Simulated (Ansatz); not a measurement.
Molecule: 3-methylselanylprop-1-ene, C$_{4}$H$_{8}$Se, net charge 0, singlet state. 
Geometry from a B3LYP-D3(BJ)/def2-TZVP (Ansatz, a first-principles code) optimisation:
```xyz
13

C     -2.8768     0.6318    -0.8344
C     -1.6725     1.1013    -0.5297
C     -0.3953     0.4743    -0.9589
Se     0.4926    -0.3603     0.6125
C      2.2816    -0.5171    -0.1800
H     -3.0002    -0.2575    -1.4420
H     -3.7788     1.1189    -0.4882
H     -1.5818     1.9854     0.0939
H     -0.5543    -0.2937    -1.7135
H      0.3074     1.2174    -1.3364
H      2.9193    -0.9756     0.5730
H      2.2493    -1.1522    -1.0624
H      2.6686     0.4678    -0.4325
```

Basis-set convergence of Hartree-Fock and CCSD(T) correlation energies (hartree) with Ansatz. Valence correlation only, unless marked. No spin-orbit coupling. The frozen core is the preceding noble-gas configuration, with the filled d and f shells of earlier blocks. No relativistic terms.

```json
[
 {"basis": "aug-cc-pVDZ", "functions": "200", "E(HF)": "-2555.93099", "E(corr, CCSD(T))": "-0.79640"},
 {"basis": "aug-cc-pVTZ", "functions": "427", "E(HF)": "…", "E(corr, CCSD(T))": "…"}
]
```

Task: Some entries are withheld; supply them.

Result: 
- aug-cc-pVTZ, E(HF): -2556.04580
- aug-cc-pVTZ, E(corr, CCSD(T)): -0.94149
